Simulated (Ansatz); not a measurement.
Consider the redistribution: `CCB(F)S` + `CC[Si]F` → `CCB(F)F` + `CC[Si]S`.

Computed with Ansatz on PBE0-D4/def2-TZVP structures; ΔE is electronic, products minus reactants. CCSD(T)/CBS adds triple-zeta CCSD(T) − MP2 to the extrapolated MP2 energy (def2 sets, frozen cores). This one scheme is used for every species. One conformer a species, not always the lowest.

```csv
species,CCSD(T)/CBS(def2) energy (Eh)
`CCB(F)S`,-602.17930
`CC[Si]F`,-468.00242
`CCB(F)F`,-303.63268
`CC[Si]S`,-766.55965
```

Task: Work out ΔE.

Result: ΔE = (-303.63268) + (-766.55965) − (-602.17930) − (-468.00242) = -0.01061 Eh = -0.29 eV.

Largest T1 diagnostic among the species: 0.013.

Leaving LDA and LC-ωPBE aside and taking each functional with its dispersion term where it has one, the values, not all of them listed here, spread over 0.11 eV, from r2SCAN0-D4 to ωB97X-V. At CCSD(T), def2-SVP lies −0.12 eV from the extrapolated value and def2-TZVPP −0.02 eV.
